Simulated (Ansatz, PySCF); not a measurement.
Reaction R1 → P1 + P2, each structure at its B3LYP-D3(BJ)/def2-TZVP stationary point, reached from a drawn start (curvature not checked).
R1: BCl3 (SMILES ClB(Cl)Cl), charge 0, multiplicity 1.
P1, BCl2 (SMILES Cl[B]Cl) (charge 0, multiplicity 2):
```xyz
3

B     -0.2589    -0.4575     0.0000
Cl     1.4669    -0.5280     0.0000
Cl    -1.2081     0.9855     0.0000
```
P2: Cl atom, charge 0, multiplicity 2.

P less R. No zero-point or thermal terms; singlets are restricted closed shells; open shells are unrestricted; no spin–orbit coupling.

Programs: Ansatz (a program for electronic structure) with Gaussian orbitals; PySCF for M06-2X. All values are computed, each at the level named.

Problem. What reaction energy does PBE/def2-TZVPP give?

Solution. 119.1 kcal/mol

Problem. Give the reaction energy at the level wB97M-V/def2-TZVPP.

Solution. 122.9 kcal/mol

Problem. Predict the reaction energy from M06-2X/def2-TZVPP.

Solution. 118.8 kcal/mol
